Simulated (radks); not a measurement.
Spin polarisation of the 5d2 shell in the lanthanum ion La+. Start: [Xe] 5d(up 1, down 1); electrons of 5d are moved from spin down to spin up, other shells keep equal spins. All-electron calculation, scalar-relativistic Kohn-Sham, BLYP, spin-polarised, spherical densities, finite nucleus; Fermi nuclear charge, rms radius of each element as measured or else 0.836 A^(1/3) + 0.57 fm. Program: a radial shooting solver on a logarithmic mesh with Libxc functionals.

moment (Bohr magnetons),E - E(0) (eV),e(5d up) (eV),e(5d down) (eV),5p down minus up (eV),5s down minus up (eV),4d down minus up (eV)
0,0.000,-7.104,-7.104,0.000,0.000,0.000
0.5,-0.027,-7.205,-6.988,0.185,0.135,0.018
1,-0.108,-7.291,-6.862,0.367,0.270,0.036
1.5,-0.241,-7.362,-6.728,0.547,0.403,0.055
2,-0.425,-7.420,-6.574,0.722,0.534,0.073

At moment 2 the spin-polarisation energy is -0.425 eV and the 5d exchange splitting 0.846 eV, that is 0.423 eV per Bohr magneton; E = -I m^2/4 would give I = 0.425 eV.
